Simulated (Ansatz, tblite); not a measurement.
Cost and result up the ladder for Pb₂S⁺ (3 atoms). The state is a doublet with charge 1. Geometry: PBE-D4/def2-TZVP.

```xyz
3

Pb   -1.152    0.803   -1.128
Pb    0.430   -1.651    0.580
S     0.723    0.847    0.548
```

Ansatz on 4 threads of Arm Neoverse V1 on a shared host; xTB runs through tblite on one thread. Times are rough, summed over both states, and most runs start from the orbitals of an earlier one. CCSD(T)/def2-TZVPP serves as the yardstick here, not as an exact answer. The other state is a quartet at its own geometry.

In the def2 sets Pb takes a core potential; there is no spin–orbit coupling. The xTB rows come from tblite. B3LYP takes the VWN-RPA correlation. Correlated methods freeze 13 core orbitals; core or outer-core shells of Pb are correlated, in sets that lack core-valence functions. The structure comes from a short search, and lower isomers may exist.

xTB has no spin-polarisation term.

| level | functions | wall time | quartet − doublet (eV) | difference from CCSD(T)/def2-TZVPP (eV) |
| --- | --- | --- | --- | --- |
| GFN1-xTB | 17 | 0.004 s | 2.97 | 0.71 |
| GFN2-xTB | 17 | 0.004 s | 2.54 | 0.28 |
| LDA (SPW92)/def2-TZVP | 137 | 2.3 s | 2.50 | 0.24 |
| PBE-D4/def2-TZVP (with forces) | 137 | 4.7 s | 2.23 | -0.03 |
| BLYP-D4/def2-TZVP | 137 | 4.8 s | 2.18 | -0.08 |
| B3LYP-D4/def2-TZVP | 137 | 6.6 s | 2.15 | -0.11 |
| PBE0-D4/def2-TZVP | 137 | 7.3 s | 2.16 | -0.10 |
| MP2/def2-TZVP | 137 | 8 s | 2.53 | 0.26 |
| RPA@PBE/def2-TZVP | 137 | 8.3 s | 2.05 | -0.21 |
| CAM-B3LYP-D4/def2-TZVP | 137 | 12 s | 2.17 | -0.10 |
| r2SCAN-D4/def2-TZVP | 137 | 13 s | 2.11 | -0.15 |
| r2SCAN0-D4/def2-TZVP | 137 | 22 s | 2.05 | -0.22 |
| CCSD(T)/def2-TZVPP | 142 | 70 s | 2.26 | 0.00 |
